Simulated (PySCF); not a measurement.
C4H5ClSi, SMILES C#C/C=C\[SiH2]Cl. Heavy atoms are numbered as in [CH:1]#[C:2]/[CH:3]=[CH:4]\[SiH2:5][Cl:6]. Hydrogens are named by the atom that carries them.

The structure is a stationary point at TPSSh-D3(BJ)/def2-SVP. The structure was generated by enumeration; whether it is a known compound was not checked. One conformer was computed; it need not be the lowest.

Level of theory: PBE/def2-TZVP in PySCF.

ESP charges are fitted to the potential on shells at 1.4 to 2.0 van der Waals radii. Atomic charges (e), one atom of each kind:

```json
[
 {"atom": "C1 (CH)", "meta-Löwdin": "-0.19", "ESP fit": "-0.51", "Mulliken": "-0.11", "Löwdin": "-0.06"},
 {"atom": "C2", "meta-Löwdin": "-0.03", "ESP fit": "0.23", "Mulliken": "0.00", "Löwdin": "-0.10"},
 {"atom": "C3 (CH)", "meta-Löwdin": "-0.09", "ESP fit": "-0.26", "Mulliken": "-0.23", "Löwdin": "-0.17"},
 {"atom": "C4 (CH)", "meta-Löwdin": "-0.34", "ESP fit": "-0.08", "Mulliken": "-0.16", "Löwdin": "-0.26"},
 {"atom": "Si5 (SiH2)", "meta-Löwdin": "0.64", "ESP fit": "0.08", "Mulliken": "0.32", "Löwdin": "0.00"},
 {"atom": "Cl6", "meta-Löwdin": "-0.30", "ESP fit": "-0.13", "Mulliken": "-0.24", "Löwdin": "0.20"},
 {"atom": "H on C1", "meta-Löwdin": "0.18", "ESP fit": "0.33", "Mulliken": "0.17", "Löwdin": "0.13"},
 {"atom": "H on C3", "meta-Löwdin": "0.14", "ESP fit": "0.18", "Mulliken": "0.13", "Löwdin": "0.16"},
 {"atom": "H on C4", "meta-Löwdin": "0.14", "ESP fit": "0.12", "Mulliken": "0.13", "Löwdin": "0.15"},
 {"atom": "H on Si5", "meta-Löwdin": "-0.08", "ESP fit": "0.02", "Mulliken": "-0.01", "Löwdin": "-0.02"}
]
```

Computed Mayer and Wiberg (Löwdin basis) orders of the bonds:
```
bond     Mayer  Wiberg
-------  -----  ------
C1–C2     2.59    2.85
C2–C3     1.26    1.37
C3–C4     1.81    1.96
C4–Si5    0.99    1.13
Si5–Cl6   1.15    1.81
```
